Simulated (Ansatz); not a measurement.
ClGaH4SeSi, SMILES `[SiH3][Se][GaH][Cl]`. The species carries charge 0 and has multiplicity 1. Geometry: relaxed with PBE0-D4/def2-TZVP. It is one conformer, not always the lowest.

```xyz
8

Si   -1.381   -0.079    0.774
Se   -0.313    1.381   -0.625
Ga    1.597    0.115   -0.908
Cl    3.051    1.020   -2.194
H    -0.528   -1.273    1.002
H    -2.664   -0.491    0.155
H    -1.652    0.597    2.065
H     1.890   -1.270   -0.269
```

Question: What is the dipole moment at PBE/def2-TZVPP? (An estimate is asked.)

Answer: Computed: 2.21 D, with components (-1.21, -1.25, 1.36) D in this frame, pointing from negative to positive charge.

Question: And with r2SCAN, B3LYP, ωB97M-V? (An estimate is asked.)

Answer: The calculation gave: r2SCAN 2.36 D, B3LYP 2.35 D, ωB97M-V 2.37 D.

Question: Give the Mulliken charges with PBE, B3LYP, ωB97M-V in def2-TZVPP. (Best estimate.)

Answer: The calculation gave: 
```csv
atom,PBE,B3LYP,ωB97M-V
Si1,0.17,0.23,0.13
Se2,-0.17,-0.20,-0.21
Ga3,0.35,0.39,0.35
Cl4,-0.25,-0.27,-0.25
H5,-0.03,-0.04,-0.01
H6,-0.03,-0.05,-0.01
H7,-0.03,-0.05,-0.01
H8,-0.01,-0.02,0.01
```

B3LYP here is the variant with VWN-RPA as its local correlation; programs differ in this.
